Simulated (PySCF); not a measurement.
# How methods differ on the ionisation energy of P²⁺

P²⁺ [Ne] 3s2 3p1 (2P) → P³⁺ [Ne] 3s2 (1S), as a difference of total energies. Computed with PySCF 2.14 in aug-cc-pwCVTZ (8s7p5d3f, 75 functions), with no relativity, point nucleus. Correlated levels: valence and next inner shell: 1s2 frozen. The calculations carry no spin-orbit coupling.

| method | ionisation energy (eV) | plus first-order spin-orbit estimate | error of that sum (eV) |
| --- | --- | --- | --- |
| UHF | 29.584 | 29.624 | -0.579 |
| MP2 (valence and next inner shell) | 29.929 | 29.969 | -0.234 |
| SCS-MP2 (valence and next inner shell) | 29.913 | 29.953 | -0.250 |
| CCSD (valence and next inner shell) | 30.059 | 30.099 | -0.104 |
| CCSD(T) (valence and next inner shell) | 30.083 | 30.124 | -0.079 |

Reference: 30.203 eV (measured; NIST Atomic Spectra Database, ionization energies).

A first-order spin-orbit estimate (lowest level to lowest level, LS coupling) adds 0.041 eV.

Errors of the correlated levels include the incompleteness of this basis and the frozen core.
